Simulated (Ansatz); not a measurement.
Species: C2H3O, SMILES `C=C=[OH+]` with one electron removed (charge 2, multiplicity 2).

Question: Give a relaxed geometry from PBE-D3(BJ)/def2-TZVP (Ansatz, a first-principles code).

Answer: the end point of this relaxation (outside a Z-matrix the atoms follow the SMILES, hydrogens last).
Bonded distances (Å): C1–C2 1.368, C1–H4 1.121, C1–H5 1.121, C2–O3 1.169, O3–H6 1.035. Bond angles (°): C2–C1–H4 119.6, C2–C1–H5 119.6, H4–C1–H5 120.8, C1–C2–O3 173.8, C2–O3–H6 142.7.
